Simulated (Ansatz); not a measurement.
Energy difference R1 → 2 P1, each structure at its B3LYP-D3(BJ)/def2-TZVP stationary point, reached from a drawn start (curvature not checked).
R1: O2 (SMILES O=O), charge 0, multiplicity 3.
P1: O atom, charge 0, multiplicity 3.

P less R. No zero-point or thermal terms; open shells are unrestricted; no spin–orbit coupling.

Cores are frozen in the correlated methods.

The values were computed with Ansatz (a quantum-chemistry and plane-wave program) with Gaussian orbitals. No computed number here is a measurement.

The comparison value is 117.18 kcal/mol (CCSD(T)/cc-pVQZ). It is a level with limits of its own, not the exact answer.

Task: Order these levels by how close they come to the comparison value for the reaction energy, closest first: SVWN5/def2-TZVPP, B3LYP/def2-TZVPP, HF/cc-pVTZ, revPBE/def2-TZVPP, B97M-V/def2-TZVPP. Give each level's value less the comparison value.

Result: B97M-V/def2-TZVPP (5.24 kcal/mol), B3LYP/def2-TZVPP (6.57 kcal/mol), revPBE/def2-TZVPP (17.71 kcal/mol), SVWN5/def2-TZVPP (57.79 kcal/mol), HF/cc-pVTZ (-84.42 kcal/mol)
